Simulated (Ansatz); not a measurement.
This geometry of CH6BN + H2O (12 atoms, charge 0, multiplicity 1) is a first-order saddle point.

All numbers below come from Ansatz 0.2.0, RKS B3LYP-D4/6-31G*.

```xyz
12
Properties=species:S:1:pos:R:3
B -0.030 0.249 0.164
N 0.052 0.042 1.727
H -0.667 -0.533 2.157
H 0.961 -0.211 2.106
C 1.333 0.028 -0.626
H 1.564 -1.042 -0.723
H 1.283 0.436 -1.643
H 2.191 0.505 -0.131
H -1.051 -0.206 -0.296
O -0.271 1.869 0.420
H -1.190 2.101 0.210
H -0.211 1.362 1.481
```

Question: Which two structures does it join? (They come from a converged band through this point; their orientation in space is the band's.)

Answer: Bonds broken: O10–H12. Bonds formed: B1–O10, N2–H12. CH6BN + H2O becomes CH8BNO.

Initial state:

```xyz
12
Properties=species:S:1:pos:R:3
B 0.123 -0.368 0.273
N 0.152 -0.284 1.678
H -0.645 -0.492 2.264
H 1.010 -0.154 2.201
C 1.410 -0.137 -0.600
H 1.536 -0.930 -1.348
H 1.290 0.801 -1.159
H 2.340 -0.060 -0.022
H -0.946 -0.599 -0.224
O -0.539 2.591 0.504
H -1.423 2.375 0.171
H -0.344 1.856 1.110
```

Final state:

```xyz
12
Properties=species:S:1:pos:R:3
B -0.124 0.458 0.047
N 0.136 0.077 1.742
H -0.721 0.197 2.283
H 0.480 -0.872 1.889
C 1.310 0.184 -0.624
H 1.681 -0.842 -0.482
H 1.247 0.345 -1.708
H 2.087 0.873 -0.256
H -1.011 -0.332 -0.239
O -0.494 1.844 0.068
H -1.453 1.934 0.020
H 0.827 0.734 2.109
```

Question: How far does it lie above each of them?

Answer: 0.58 eV above the first and 1.02 eV above the second. This is the barrier of this one path; another mechanism may lie lower. The orbitals stay closed-shell, which can raise the energy where a bond breaks towards radicals; this wasn't checked here.

The run took 2.9 min on 1 thread of Intel(R) Xeon(R) 6975P-C (Granite Rapids), on a shared host, peak memory 0.17 GiB.
